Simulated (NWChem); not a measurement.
System: SiH₂I, doublet; SMILES I[SiH2]

NWChem printed, in part:

```
             Northwest Computational Chemistry Package (NWChem) 7.3.0
             --------------------------------------------------------

 CS  symmetry detected

                             Geometry "geometry" -> ""
                             -------------------------

 Output coordinates in angstroms (scale by  1.889725989 to convert to a.u.)

  No.       Tag          Charge          X              Y              Z
 ---- ---------------- ---------- -------------- -------------- --------------
    1 Si                  14.0000     0.06370314    -1.86064101     0.00000000
    2 I                   53.0000     0.00668947     0.58074111     0.00000000
    3 H                    1.0000    -0.62319285    -2.36515237     1.22968300
    4 H                    1.0000    -0.62319285    -2.36515237    -1.22968300

 Effective nuclear repulsion energy (a.u.)     188.1447343327

      Symmetry information
      --------------------

 Group name             Cs
 Group number              2
 Group order               2
 No. of unique centers     3

                                Z-matrix (autoz)
                                --------

 Units are Angstrom for bonds and degrees for angles

      Type          Name      I     J     K     L     M      Value
      ----------- --------  ----- ----- ----- ----- ----- ----------
    1 Stretch                  1     2                       2.44205
    2 Stretch                  1     3                       1.49615
    3 Stretch                  1     4                       1.49615
    4 Bend                     2     1     3               109.05010
    5 Bend                     2     1     4               109.05010
    6 Bend                     3     1     4               110.55004

  xc_inp: hfexch multiplicative factor not found.

                           NWChem Geometry Optimization
                           ----------------------------

 maximum gradient threshold         (gmax) =   0.000450
 rms gradient threshold             (grms) =   0.000300
 maximum cartesian step threshold   (xmax) =   0.001800
 rms cartesian step threshold       (xrms) =   0.001200
 fixed trust radius                (trust) =   0.300000
 source of zmatrix                         =   autoz

          -------------------
          Energy Minimization
          -------------------

 Using diagonal initial Hessian
 Scaling for Hessian diagonals: bonds = 1.00  angles = 0.25  torsions = 0.10

          --------
          Step   0

                                 NWChem DFT Module
                                 -----------------

 Summary of "ao basis" -> "ao basis" (spherical)
 ------------------------------------------------------------------------------
       Tag                 Description            Shells   Functions and Types
 ---------------- ------------------------------  ------  ---------------------
 Si                          sto-3g                  5        9   3s2p
 I                           sto-3g                 11       27   5s4p2d
 H                           sto-3g                  1        1   1s

      Symmetry analysis of basis
      --------------------------

        a'         27
        a"         11

            General Information
            -------------------
          SCF calculation type: DFT
          Wavefunction type:  spin polarized.
          No. of atoms     :     4
          No. of electrons :    69
           Alpha electrons :    35
            Beta electrons :    34
          Charge           :     0
          Spin multiplicity:     2
          Use of symmetry is: on ; symmetry adaption is: on
          Maximum number of iterations: 150
          AO basis - number of functions:    38
                     number of shells:    18
          Convergence on energy requested:  1.00D-06
          Convergence on density requested:  1.00D-05
          Convergence on gradient requested:  5.00D-04

              XC Information
              --------------
                     Hartree-Fock (Exact) Exchange  1.000

      Superposition of Atomic Density Guess
      -------------------------------------

 Sum of atomic energies:       -7137.06800781

      Non-variational initial energy
      ------------------------------

 Total energy =   -7136.842752
 1-e energy   =  -10218.517302
 2-e energy   =    2893.529815
 HOMO         =       0.054990
 LUMO         =       0.326279

   Symmetry analysis of molecular orbitals - initial alpha
   -------------------------------------------------------

  Numbering of irreducible representations:

     1 a'          2 a"

  Orbital symmetries:

[...]

      ----------------------
      Optimization converged
      ----------------------

  Step       Energy      Delta E   Gmax     Grms     Xrms     Xmax
  ---- ---------------- -------- -------- -------- -------- --------
@    4   -7137.45136548 -3.2D-08  0.00004  0.00002  0.00012  0.00027
                                     ok       ok       ok       ok

                                Z-matrix (autoz)
                                --------

 Units are Angstrom for bonds and degrees for angles

      Type          Name      I     J     K     L     M      Value     Gradient
      ----------- --------  ----- ----- ----- ----- ----- ---------- ----------
    1 Stretch                  1     2                       2.44248    0.00004
    2 Stretch                  1     3                       1.42882    0.00000
    3 Stretch                  1     4                       1.42882    0.00000
    4 Bend                     2     1     3               107.94842   -0.00000
    5 Bend                     2     1     4               107.94842   -0.00000
    6 Bend                     3     1     4               108.05959    0.00000

                         Geometry "geometry" -> "geometry"
                         ---------------------------------

 Output coordinates in angstroms (scale by  1.889725989 to convert to a.u.)

  No.       Tag          Charge          X              Y              Z
 ---- ---------------- ---------- -------------- -------------- --------------
    1 Si                  14.0000     0.07595139    -1.88098906     0.00000000
    2 I                   53.0000    -0.00483424     0.56015749     0.00000000
    3 H                    1.0000    -0.62355512    -2.34468653     1.15637962
    4 H                    1.0000    -0.62355512    -2.34468653    -1.15637962

 Effective nuclear repulsion energy (a.u.)     188.9566717459

      Symmetry information
      --------------------

 Group name             Cs
 Group number              2
 Group order               2
 No. of unique centers     3

                Final and change from initial internal coordinates
                --------------------------------------------------

                                Z-matrix (autoz)
                                --------

 Units are Angstrom for bonds and degrees for angles

      Type          Name      I     J     K     L     M      Value       Change
      ----------- --------  ----- ----- ----- ----- ----- ---------- ----------
    1 Stretch                  1     2                       2.44248    0.00044
    2 Stretch                  1     3                       1.42882   -0.06733
    3 Stretch                  1     4                       1.42882   -0.06733
    4 Bend                     2     1     3               107.94842   -1.10168
    5 Bend                     2     1     4               107.94842   -1.10168
    6 Bend                     3     1     4               108.05959   -2.49045

[...]

 Rotational Constants
 --------------------
 A=   4.644711 cm-1  (  6.682553 K)
 B=   0.112663 cm-1  (  0.162093 K)
 C=   0.111352 cm-1  (  0.160207 K)

 Temperature                      =   298.15K
 frequency scaling parameter      =   1.0000

 Zero-Point correction to Energy  =   12.860 kcal/mol  (  0.020494 au)
 Thermal correction to Energy     =   14.902 kcal/mol  (  0.023748 au)
 Thermal correction to Enthalpy   =   15.494 kcal/mol  (  0.024691 au)

 Total Entropy                    =   65.079 cal/mol-K
   - Translational                =   41.042 cal/mol-K (mol. weight = 156.8930)
   - Rotational                   =   22.832 cal/mol-K (symmetry #  =        1)
   - Vibrational                  =    1.205 cal/mol-K

 Cv (constant volume heat capacity) =    8.750 cal/mol-K
   - Translational                  =    2.979 cal/mol-K
   - Rotational                     =    2.979 cal/mol-K
   - Vibrational                    =    2.791 cal/mol-K

[normal modes left out]

 ----------------------------------------------------------------------------
 Normal Eigenvalue ||           Projected Infra Red Intensities
  Mode   [cm**-1]  || [atomic units] [(debye/angs)**2] [(KM/mol)] [arbitrary]
 ------ ---------- || -------------- ----------------- ---------- -----------
    1       -0.000 ||    0.000506           0.012         0.493       0.141
    2       -0.000 ||    0.000507           0.012         0.494       0.141
    3        0.000 ||    0.000000           0.000         0.000       0.000
    4        0.000 ||    0.002210           0.051         2.155       0.614
    5        0.000 ||    0.004112           0.095         4.008       1.143
    6        0.000 ||    0.002883           0.067         2.811       0.801
    7      456.284 ||    0.021861           0.504        21.311       6.077
    8      774.479 ||    0.029351           0.677        28.613       8.160
    9      870.476 ||    0.152083           3.509       148.258      42.279
   10     1193.602 ||    0.175101           4.040       170.697      48.677
   11     2826.821 ||    0.012364           0.285        12.053       3.437
   12     2878.641 ||    0.030682           0.708        29.910       8.529
 ----------------------------------------------------------------------------
```

Level: UHF/STO-3G, non-relativistic. In the optimisation the excess spin sits in a' (Cs, its own frame). No stability test was run on the SCF state.

Q: Reconstruct the input file.

A: Several could match; the one computed here: the input that was run:
```
start job
memory heap 200 mb stack 900 mb global 1100 mb
geometry units angstroms
  Si     0.084847     1.849800     0.000000
  I      0.010771    -0.591124     0.000000
  H     -0.598506     2.359100     1.229683
  H     -0.598506     2.359100    -1.229683
end
basis spherical
  * library sto-3g
end
dft
  odft
  mult 2
  xc hfexch
  iterations 150
end
driver
  maxiter 120
end
task dft optimize
task dft freq
```
